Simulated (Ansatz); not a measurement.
Z-matrix (Å, degrees):
```
C
Si 1 1.875
H 1 1.092 2 110.6
H 1 1.092 2 110.5 3 -120.0
H 1 1.092 2 110.9 3 120.0
Si 2 2.325 1 112.1 3 -59.3
H 2 1.490 1 110.2 3 179.8
H 2 1.488 1 111.0 3 59.8
N 6 1.823 2 117.2 1 77.9
C 6 1.795 2 122.2 1 125.0
H 6 1.485 2 119.0 1 -66.7
H 10 1.091 6 159.4 2 85.4
```

Total charge 0; spin multiplicity 1.

List the PBE/def2-TZVPP orbital energies in eV (the Gaussian-basis code of Ansatz). (An estimate is asked.)

The calculation gave: Occupied: -1779.80, -1779.59, -380.77, -270.27, -268.85, -137.54, -137.35, -94.30, -94.26, -94.23, -94.09, -94.07, -94.05, -23.31, -17.52, -14.07, -13.38, -12.05, -10.31, -10.25, -10.00, -9.38, -8.69, -8.23, -8.17, -6.94, -5.42. Lowest empty: -1.94, -1.52, -0.64, -0.17, 0.52, 0.90, 1.39, 1.58.
